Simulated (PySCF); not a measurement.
**Atomic charges against the basis set**

Species: C6H7NS.
SMILES with atom numbers: `[CH3:1][S:2][c:3]1[cH:4][cH:5][cH:6][cH:7][n:8]1` (hydrogens: H9, H10, H11 on C1; H12 on C4; H13 on C5; H14 on C6; H15 on C7)

PBE0 throughout (PySCF), one geometry, spherical d and f functions. Isolated species at its PBE0-D3(BJ)/def2-SVP geometry (one conformer only). The first 7 of 13 kinds of atom are listed.

Mulliken charges (e):

| basis | functions | C1 | S2 | C3 | C4 | C5 | C6 | C7 |
| --- | --- | --- | --- | --- | --- | --- | --- | --- |
| STO-3G | 51 | -0.311 | +0.201 | -0.014 | -0.098 | -0.077 | -0.100 | +0.006 |
| pcSseg-0 | 90 | -0.883 | +0.337 | -0.092 | -0.187 | -0.197 | -0.306 | +0.109 |
| 6-31G | 90 | -0.726 | +0.377 | -0.170 | -0.134 | -0.151 | -0.175 | -0.007 |
| 6-31G* | 130 | -0.677 | +0.172 | +0.055 | -0.192 | -0.133 | -0.201 | +0.005 |
| cc-pVDZ | 151 | -0.166 | -0.004 | -0.001 | +0.014 | +0.062 | -0.085 | +0.112 |
| def2-SVP | 151 | -0.131 | -0.051 | -0.057 | +0.010 | +0.030 | -0.075 | +0.060 |
| pcSseg-1 | 178 | -0.367 | +0.063 | +0.015 | -0.078 | -0.017 | -0.196 | +0.152 |
| aug-cc-pVDZ | 251 | +0.234 | +0.047 | -0.182 | +1.344 | +0.151 | +1.226 | +0.011 |
| 6-311+G(2d,p) | 266 | -0.430 | -0.329 | +0.766 | -0.434 | -0.286 | -0.027 | -0.041 |
| def2-TZVP | 296 | -0.352 | -0.062 | +0.194 | -0.178 | -0.114 | -0.107 | -0.084 |

IAO charges (e):

| basis | functions | C1 | S2 | C3 | C4 | C5 | C6 | C7 |
| --- | --- | --- | --- | --- | --- | --- | --- | --- |
| STO-3G | 51 | -0.485 | +0.271 | -0.058 | -0.165 | -0.124 | -0.168 | -0.056 |
| pcSseg-0 | 90 | -0.506 | +0.135 | +0.005 | -0.177 | -0.120 | -0.193 | -0.019 |
| 6-31G | 90 | -0.511 | +0.130 | +0.013 | -0.179 | -0.122 | -0.191 | -0.027 |
| 6-31G* | 130 | -0.498 | +0.153 | +0.028 | -0.181 | -0.112 | -0.191 | -0.001 |
| cc-pVDZ | 151 | -0.495 | +0.156 | +0.032 | -0.187 | -0.115 | -0.196 | -0.003 |
| def2-SVP | 151 | -0.486 | +0.162 | +0.028 | -0.184 | -0.112 | -0.194 | -0.001 |
| pcSseg-1 | 178 | -0.496 | +0.162 | +0.025 | -0.187 | -0.116 | -0.198 | -0.003 |
| aug-cc-pVDZ | 251 | -0.503 | +0.153 | +0.036 | -0.191 | -0.118 | -0.202 | -0.004 |
| 6-311+G(2d,p) | 266 | -0.511 | +0.165 | +0.031 | -0.190 | -0.117 | -0.202 | -0.003 |
| def2-TZVP | 296 | -0.514 | +0.170 | +0.030 | -0.190 | -0.117 | -0.202 | -0.002 |

Q: Which scheme is steadiest as the basis changes?

A: Largest range over the bases for any column: IAO 0.14 e, Mulliken 1.78 e. IAO charges move least and Mulliken charges most, counted in e. Without the minimal STO-3G basis the ranges are IAO 0.04, Mulliken 1.78 e.

Q: How much do the charges still move between the two largest bases, 6-311+G(2d,p) and def2-TZVP?

A: At most, over all atoms: Mulliken 0.572 e, IAO 0.005 e.

Q: What do the same runs give for the total energy, the frontier levels and the dipole moment?

A: 
| basis | energy (Eh) | HOMO (eV) | LUMO (eV) | μ (D) |
| --- | --- | --- | --- | --- |
| STO-3G | -677.4095 | -3.63 | 2.37 | 0.61 |
| pcSseg-0 | -684.1906 | -6.44 | -0.80 | 1.64 |
| 6-31G | -685.1837 | -6.18 | -0.49 | 1.64 |
| 6-31G* | -685.2904 | -6.09 | -0.44 | 1.30 |
| cc-pVDZ | -685.3359 | -6.14 | -0.58 | 1.09 |
| def2-SVP | -684.9831 | -6.18 | -0.68 | 1.13 |
| pcSseg-1 | -685.2587 | -6.31 | -0.81 | 1.20 |
| aug-cc-pVDZ | -685.3516 | -6.27 | -0.85 | 1.15 |
| 6-311+G(2d,p) | -685.4017 | -6.26 | -0.84 | 1.14 |
| def2-TZVP | -685.4279 | -6.24 | -0.79 | 1.11 |

The dipole is fixed by the density alone, so its range of 1.03 D shows that the density itself changes with the basis, not only its division among atoms.
